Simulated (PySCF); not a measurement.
SMILES CCO[SiH2]C=C (C4H10OSi) at its GFN2-xTB optimised geometry (Å):

```
16

Si    -1.5748    -0.4847     0.0000
C      0.3145    -0.4847     0.0000
C      1.0883     0.4662     0.5000
O     -2.1670    -1.3124    -1.2630
C     -1.9723    -1.1235    -2.6359
C     -2.5296    -2.3169    -3.3977
H     -2.0313     0.9113     0.0000
H     -2.1432    -1.2903     1.0729
H      0.8008    -1.3525    -0.4364
H      0.6718     1.3525     0.9513
H      2.1670     0.4107     0.4863
H     -2.4822    -0.2035    -2.9493
H     -0.9025    -1.0046    -2.8495
H     -2.0170    -3.2248    -3.0907
H     -2.3939    -2.1735    -4.4663
H     -3.5890    -2.4298    -3.1832
```

Calculation: PBE0/def2-TZVP run with PySCF. Cells within 0.4 Å of a nucleus heavier than hydrogen are left out (blank, or x).

Map of the Laplacian of the electron density (e/bohr⁵), clipped to [-1.50, 1.50] on the plane z = 0.0 Å:

```
|5555555555555555555555555555555|
|5555555555555555555555555555555|
|5555555555555555555555555555555|
|5555555555555555555555555555555|
|5555555555555555555555555555555|
|5555555555555555555555555555555|
|5555555555555555555555555555555|
|5555555555555555555555555555555|
|5555555555555555555555555555555|
|5555555555555555555555555555555|
|5555555555555555555555555555555|
|5555555544555555555555555555555|
|5555555401455555555555555555555|
|5555555423455555554455555555555|
|5555555444555555543455555555555|
|5555555569995444323555555555555|
|555555559xx9643xxx4555555555555|
|555555559xxx643xxx5555555555555|
|5555555589995444624555555555555|
|5555555556655555444555555555555|
|5555555555555555555555555555555|
|5555555555555555555555555555555|
|5555555555555555555555555555555|
|5555555555555555555555555555555|
|5555555555555555555555555555555|
|5555555555555555555555555555555|
|5555555555555555555555555555555|
|5555555555555555555555555555555|
|5555555555555555555555555555555|
|5555555555555555555555555555555|
|5555555555555555555555555555555|
```
Scale: ten equal steps from -1.50 (start of '0') to 1.50 (end of '9'), in the order '0123456789'; x runs from -4.50 to 4.50, y from -4.50 (bottom) to 4.50 (top).
